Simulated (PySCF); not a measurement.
**Electron correlation in Hg²⁺ (mercury, charge +2)**

[Xe] 4f14 5d9 6p1, one real determinant (an excited configuration). All numbers are calculated (PySCF 2.14, scalar relativity by spin-free X2C-1e, in x2c-TZVPPall with one added diffuse shell each of s, p, d, f type (12s8p8d4f1g, 113 functions)). Frozen: [Kr] 4d10 4f14; 18 electrons correlated.

MP2 pair energies summed by pair of shells (mhartree):

```csv
pair,energy,share (%)
5d-5d,-239.63,48.6
5p-5d,-137.13,27.8
5p-5p,-35.17,7.1
5d-6p,-32.16,6.5
5s-5d,-24.06,4.9
5s-5p,-16.88,3.4
5p-6p,-4.88,1.0
5s-5s,-2.85,0.6
5s-6p,-0.30,0.1
```

Total MP2 correlation energy: -493.06 mhartree.

Same-spin part -164.94 and opposite-spin part -328.12 mhartree; SCS-MP2 scales them by 1/3 and 6/5 to -448.72 mhartree.

The reference is one real determinant that mixes LS terms of this configuration.

This basis was not built for core-valence correlation, so the inner-shell part is incomplete.
